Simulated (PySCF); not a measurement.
H8N2Si3, SMILES N[SiH]1[SiH2]N[SiH2]1.

Geometry: PBE-D3(BJ)/def2-SVP. The structure was generated by enumeration, and PubChem lists no compound with its InChIKey, so it may never have been made. Other conformers were not sampled.

Method: PBE-D3(BJ)/def2-SVP run with PySCF 2.14.0.

Frequencies are harmonic and unscaled.

```csv
mode,ν (cm⁻¹),IR (km/mol),moving atoms (share of kinetic energy)
1,75,2.6,"N 55 %, H 31 %, Si 15 %"
2,135,4.8,"H 44 %, N 28 %, Si 28 %"
3,162,3.0,"Si 35 %, H 35 %, N 30 %"
4,238,28.8,"H 77 %, N 14 %, Si 10 %"
5,326,0.6,"Si 64 %, N 25 %, H 10 %"
6,376,14.9,"Si 60 %, H 37 %"
7,404,9.8,"Si 64 %, H 29 %"
8,420,15.2,"H 81 %, Si 19 %"
9,441,61.4,"H 80 %, Si 14 %"
10,442,159.3,"H 55 %, Si 25 %, N 20 %"
11,473,48.7,"H 75 %, Si 21 %"
12,598,8.8,"H 86 %, Si 12 %"
13,658,44.8,"H 68 %, N 20 %, Si 12 %"
14,665,3.0,"H 88 %, Si 10 %"
15,676,22.8,"H 68 %, N 18 %, Si 13 %"
16,682,21.4,"H 70 %, N 17 %, Si 13 %"
17,727,31.3,H 92 %
18,823,186.5,"N 44 %, Si 34 %, H 21 %"
19,830,102.9,"N 42 %, H 39 %, Si 19 %"
20,857,196.5,"H 60 %, N 21 %, Si 19 %"
21,895,14.8,"H 73 %, N 13 %, Si 13 %"
22,934,235.2,H 96 %
23,969,11.4,H 90 %
24,1074,77.8,"H 68 %, N 30 %"
25,1495,30.0,"H 90 %, N 10 %"
26,2096,194.9,H 97 %
27,2102,267.9,H 96 %
28,2109,80.4,H 97 %
29,2119,95.9,H 97 %
30,2150,112.6,H 97 %
31,3475,28.0,H 96 %
32,3504,21.9,H 93 %
33,3571,22.6,"H 91 %, N 9 %"
```
